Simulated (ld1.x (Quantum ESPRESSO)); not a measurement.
## Reading a pseudo-wave (O (Z = 8))

Columns: radius, all-electron u(r) and pseudo u(r) of the 2s shell (level -23.96 eV) of oxygen in the configuration [He] 2s2 2p4; PBE, scalar-relativistic, PAW scheme, ld1.x (Quantum ESPRESSO) 7.5.

| r (bohr) | all-electron | pseudo |
| --- | --- | --- |
| 0.082 | 0.4105 | -0.0347 |
| 0.165 | 0.3383 | -0.0923 |
| 0.248 | 0.0936 | -0.1871 |
| 0.330 | -0.1790 | -0.3182 |
| 0.413 | -0.4273 | -0.4760 |
| 0.495 | -0.6251 | -0.6347 |
| 0.578 | -0.7737 | -0.7740 |
| 0.660 | -0.8731 | -0.8731 |
| 0.742 | -0.9324 | -0.9324 |
| 0.825 | -0.9595 | -0.9595 |
| 0.908 | -0.9609 | -0.9609 |
| 0.990 | -0.9436 | -0.9436 |
| 1.072 | -0.9129 | -0.9129 |
| 1.155 | -0.8725 | -0.8725 |
| 1.238 | -0.8261 | -0.8261 |
| 1.320 | -0.7769 | -0.7769 |
| 1.402 | -0.7263 | -0.7263 |
| 1.485 | -0.6750 | -0.6750 |
| 1.568 | -0.6247 | -0.6247 |
| 1.650 | -0.5767 | -0.5767 |
| 1.733 | -0.5302 | -0.5302 |
| 1.815 | -0.4867 | -0.4867 |
| 1.898 | -0.4454 | -0.4454 |
| 1.980 | -0.4072 | -0.4072 |
| 2.062 | -0.3718 | -0.3718 |
| 2.145 | -0.3385 | -0.3385 |

(1) How many radial nodes do the two functions have?

(2) At about which radius was the pseudo-wave matched?

(3) Is the pseudo-wave norm-conserving?

Results:

(1) The all-electron 2s function has n − l − 1 = 1; the pseudo-wave has 0, since the states of the same l below it are removed with the core.

(2) 0.62 bohr, where the columns begin to agree (steps of 0.08 bohr).

(3) No, it belongs to a PAW set: the norm inside the radius is not constrained, and the difference is carried by the augmentation charge.
